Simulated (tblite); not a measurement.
Compound: C₄H₁₀FNSi.
Z-matrix (Å and degrees, GFN2-xTB geometry), rows numbered from 1:
```
C 
N   1  1.4367
C   2  1.4449  1  115.83
C   3  1.5275  2  106.51  1   168.95
F   4  1.3836  3  109.87  2   163.44
C   4  1.5171  3  108.47  2    41.21
Si  2  1.7158  1  127.49  3  -161.58
H   1  1.0868  2  108.96  3  -178.16
H   1  1.0962  2  111.70  3    61.72
H   1  1.0943  2  110.46  3   -58.65
H   3  1.0998  2  111.94  1   -71.68
H   3  1.0955  2  110.25  1    48.34
H   4  1.0963  3  110.17  2   -80.25
H   6  1.0860  4  111.39  3  -160.33
H   6  1.0894  4  108.64  3    81.63
H   7  1.4684  2  116.29  1    51.44
H   7  1.4661  2  110.12  1   -75.26
```

Calculated harmonic vibrations of the isolated species, GFN2-xTB (tblite), most abundant isotopes, no scaling. Errors from tens to a few hundred cm⁻¹ against measured bands are possible. Modes of hydrogen on silicon can be 10 to 20 % off. One conformer, not necessarily the lowest.

Harmonic wavenumbers (cm⁻¹): 95.0, 111.3, 132.8, 219.0, 260.8, 368.5, 379.4, 451.8, 474.6, 484.5, 525.4, 673.5, 719.0, 784.7, 799.7, 818.3, 915.1, 979.0, 1025.6, 1046.5, 1098.6, 1120.7, 1129.2, 1195.4, 1216.6, 1226.0, 1243.3, 1298.9, 1308.6, 1346.4, 1418.2, 1482.4, 1484.1, 1498.3, 1504.9, 2207.0, 2245.7, 2865.3, 2902.5, 2921.7, 2930.5, 2945.1, 3002.9, 3034.5, 3038.2.

A = 3478, B = 1709, C = 1213 MHz; mass 119.057 u (most abundant isotopes); point group C1, symmetry number 1.

Zero-point energy?

½Σν̃ = 29465 cm⁻¹ = 352.48 kJ/mol.

What is S at 298.15 K and 1 bar for an ideal gas of classical rigid rotors and harmonic oscillators?

Translation 168.47, rotation 117.95, vibration 85.26: S = 371.7 J/(mol K).

And Cp and H(298.15 K) − H(0)?

Cp = 138.49 J/(mol K), of which vibrations give 105.24 (their classical limit is 45 R = 374.2); H(298.15 K) − H(0) = 24.52 kJ/mol without the zero-point energy, 14.61 from vibrations.

How do the functions run with temperature in this model?

```
T (K)  S (J/(mol K))  Cp (J/(mol K))  H − H(0) (kJ/mol)  G − H(0) (kJ/mol)  ln q(vib)
  100          269.0            64.0               4.58             -22.31       0.76
  200          324.5           100.6              12.80             -52.10       2.48
  300          372.5           139.2              24.78             -86.98       4.40
  500          460.8           209.2              59.95            -170.47       8.49
  800          575.5           277.8             133.93            -326.45      14.68
 1000          640.8           307.4             192.61            -448.21      18.62
```

q(vib) and H(0) count from the zero-point level.

Which modes carry the vibrational entropy at 298.15 K?

95.0 cm⁻¹: 14.87; 111.3 cm⁻¹: 13.58; 132.8 cm⁻¹: 12.15; 219.0 cm⁻¹: 8.23; 260.8 cm⁻¹: 6.93; 368.5 cm⁻¹: 4.54 J/(mol K); the other 39 give 24.94 together.

Hindered rotation and anharmonicity are outside this model. Other conformers, if any are populated, would add a mixing term that is left out. The structure is chiral; the term R ln 2 for an equal mix with its mirror image is left out.

Hardware: an Intel Xeon at 2.50 GHz with one thread, no GPU, shared host with 64 logical CPUs at a one-minute load of 63. Cost: 1.8 s. The figure is for the frequency step alone.
